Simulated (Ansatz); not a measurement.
A made-up structure of CH3SSe (charge -1), singlet:

```tsv
atom	x (Å)	y (Å)	z (Å)
S1	1.3040	0.5079	0.7363
C2	-0.1558	-0.1822	-0.5200
Se3	-1.4509	-1.1236	0.2138
H4	0.4563	-0.7464	-1.2315
H5	-0.5011	0.7313	-1.0057
H6	0.4177	0.7906	1.7284
```

It is relaxed with PBE-D4/def2-SVPD and then PBE0-D4/def2-TZVPD (Ansatz 0.2.0). Atoms count as bonded within 1.22 times the sum of their covalent radii (H–H: 0.88 Å). The end point is not checked to be a true minimum.

Does its bonding change? (A judgement: the text doesn't fix the answer.)

By the calculation: No: no bond forms or breaks.

Where it ends: The first stage lowers the energy by 0.40 eV in 10 steps. It ends as CH₃SSe ([SH][CH2][Se]), total charge -1:
```
6
angstrom
S 1.1990 0.5906 0.6391
C -0.0582 -0.0995 -0.5087
Se -1.5020 -1.0904 0.3437
H 0.5044 -0.7481 -1.1832
H -0.4639 0.7335 -1.0826
H 0.3908 0.5915 1.7131
```

Labels in which every atom is bracketed show which atoms are joined, not bond orders.

For scale, one of the runs: PBE0-D4/def2-TZVPD relaxation, 167 basis functions, launched by `ansatz run in.yaml --threads 2 --pin off --events-out ev --progress --plain --max-ram 4352MiB`. Hardware: 2 CPU threads of an AMD EPYC 7R13, shared host. Wall time about 31 s.
